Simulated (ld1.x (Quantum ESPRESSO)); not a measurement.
Pseudopotential generation for C (Z = 6): PAW, LDA (PZ), scalar-relativistic.

The input file (ld1.x (Quantum ESPRESSO) 7.5):

```
&input
   title='C', zed=6., rel=1, dft='PZ', iswitch=3,
   config='[He] 2s2 2p2',
   nld=2, rlderiv=2.05, eminld=-3.0, emaxld=5.0, deld=0.02
 /
 &inputp
   pseudotype=3, lpaw=.true., tm=.true., lloc=-1, rcloc=0.80,
   nlcc=.true., new_core_ps=.true., rcore=0.65,
   which_augfun='PSQ', rmatch_augfun_nc=.true.,
   file_pseudopw='C.UPF', file_wfcaegen='ae.wfc', file_wfcncgen='nc.wfc', file_beta='beta', file_chi='chi', file_wfcusgen='us.wfc'
 /
4
2S  1  0   2.00   0.00  0.80  0.90  0.0
2S  1  0   0.00   2.10  0.80  0.90  0.0
2P  2  1   2.00   0.00  1.45  1.90  0.0
2P  2  1   0.00   0.05  1.45  1.90  0.0
 &test
   configts(1)='2s2 2p2'
 /
```

Command:

```bash
ld1.x < C.in > C.out
```

The program printed (shortened: banner, matrices, multipoles, cross overlaps and the repeated all-electron block are left out):

```
Program LD1 v.7.5
     --------------------------- All-electron run ----------------------------

     C
     scalar relativistic calculation

     atomic number is  6.00
     dft =PZ   lsd =0 sic =0 latt =0  beta=0.20 tr2=1.0E-14
     Exchange-correlation= PZ
                           (   1   1   0   0   0   0   0)
     mesh =1073 r(mesh) = 100.30751 a.u. xmin = -7.00 dx = 0.01250
     1 Ry =  13.60569312 eV, c = 137.03599908

     n l     nl                  e(Ry)          e(Ha)          e(eV)
     1 0     1S 1( 2.00)       -19.9045        -9.9522      -270.8145
     2 0     2S 1( 2.00)        -1.0028        -0.5014       -13.6439
     2 1     2P 1( 2.00)        -0.3984        -0.1992        -5.4201

     final scf error:  4.8E-15 reached in  19 iterations

     Etot =     -74.880852 Ry,     -37.440426 Ha,   -1018.805888 eV

     Ekin =      74.467893 Ry,      37.233946 Ha,    1013.187298 eV
     Encl =    -175.155012 Ry,     -87.577506 Ha,   -2383.105341 eV
     Eh   =      35.264635 Ry,      17.632317 Ha,     479.799801 eV
     Exc  =      -9.458368 Ry,      -4.729184 Ha,    -128.687646 eV

     normalization and overlap integrals

     s(1S/1S) =  1.000000  <r> =   0.2727  <r2> =    0.1008  r(max) =   0.1752
     s(2S/2S) =  1.000000  <r> =   1.5829  <r2> =    3.0397  r(max) =   1.2162
     s(2P/2P) =  1.000000  <r> =   1.7944  <r2> =    4.2270  r(max) =   1.1862

     ------------------------ End of All-electron run ------------------------

     --------------------- Generating PAW atomic setup --------------------

      Generating local potential from pseudized AE potential:
      Matching radius rcloc =   0.8000

      Local pseudo, rcloc= 0.805 Estimated cut-off energy=    36.28 Ry

      Computing core charge for nlcc:

       r > 0.65 : true rho core
      Core charge pseudized with two Bessel functions
      Integrated core pseudo-charge :   0.76
      Wfc-us  2S rcutus= 0.890  Estimated cut-off energy=    52.03 Ry
      Wfc-us  2S rcutus= 0.890  Estimated cut-off energy=    56.24 Ry
      Wfc-us  2P rcutus= 1.884  Estimated cut-off energy=    21.90 Ry
      Wfc-us  2P rcutus= 1.884  Estimated cut-off energy=    24.10 Ry

     Required augmentation: PSQ   radius:    1.900000

     Q pseudized with Bessel functions
     Expected ecutrho=     281.3135 due to l1=  0   l2=  1

     Estimated PAW energy =  -17.076248 Ryd

     ------------------- End of pseudopotential generation -------------------

     Computing logarithmic derivative in   2.04319
     Computing logarithmic derivative in   2.04319
     Computing the partial wave expansion
     R is outside the sphere for l=    0 j= 0.00
     R is outside the sphere for l=    0 j= 0.00
     R is outside the sphere for l=    1 j= 0.00
     R is outside the sphere for l=    1 j= 0.00

     ---------------------- Testing the pseudopotential ----------------------

     C
     scalar relativistic calculation

     atomic number is  6.00   valence charge is  4.00
     dft = SLA  PZ   NOGX NOGC   lsd =0 sic =0 latt =0  beta=0.20 tr2=1.0E-14
     mesh =1073 r(mesh) = 100.30751 xmin = -7.00 dx = 0.01250

     n l     nl             e AE (Ry)        e PS (Ry)    De AE-PS (Ry)
     1 0     2S   1( 2.00)       -1.00281       -1.00281        0.00001
     2 1     2P   1( 2.00)       -0.39837       -0.39837        0.00000

     eps = 9.1E-18  iter =  4

     Etot =     -74.880852 Ry,     -37.440426 Ha,   -1018.805888 eV
     Etotps =   -17.076267 Ry,      -8.538133 Ha,    -232.334446 eV

     Ekin =      11.528291 Ry,       5.764146 Ha,     156.850395 eV
     Encl =     -27.891063 Ry,     -13.945532 Ha,    -379.477248 eV
     Ehrt =       8.744871 Ry,       4.372436 Ha,     118.980036 eV
     Ecxc =      -9.458366 Ry,      -4.729183 Ha,    -128.687628 eV
     (Ecc =      -1.192423 Ry,      -0.596211 Ha,     -16.223736 eV)

     ---------------------- End of pseudopotential test ----------------------
```

Generation and configuration tests took about 1.3 s on one core of a shared server CPU.
